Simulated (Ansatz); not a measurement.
Basis-set extrapolation for C$_{2}$H$_{3}$AlF$_{2}$O (`F[CH]1O[CH2][Al]1[F]`) (PBE0-D4/def2-TZVP geometry, frozen core, Ansatz). Multiplicity 1, RHF reference.

|  | def2-TZVPP | def2-QZVPP |
| --- | --- | --- |
| HF | -593.317529 | -593.340709 |
| MP2 correlation | -1.135051 | -1.230348 |
| CCSD(T) correlation | -1.195084 | not run |

Energies in hartree. Use E(X) = E(∞) + A·exp(−7.88·√X) for Hartree–Fock and E(X) = E(∞) + B·X^(−2.97) for correlation, with X = 3 and 4, and add CCSD(T) minus MP2 of the smaller set to the MP2 limit.

What is the CCSD(T) energy at the basis-set limit?

HF limit: -593.340709 + (-0.023180) × 0.13774 = -593.34390. MP2 limit: -1.230348 + (-0.095297) × 0.74074 = -1.30094. Higher-order term: -1.195084 − (-1.135051) = -0.06003. Total: -594.70487 hartree, 504.8 kJ/mol below CCSD(T)/def2-TZVPP.
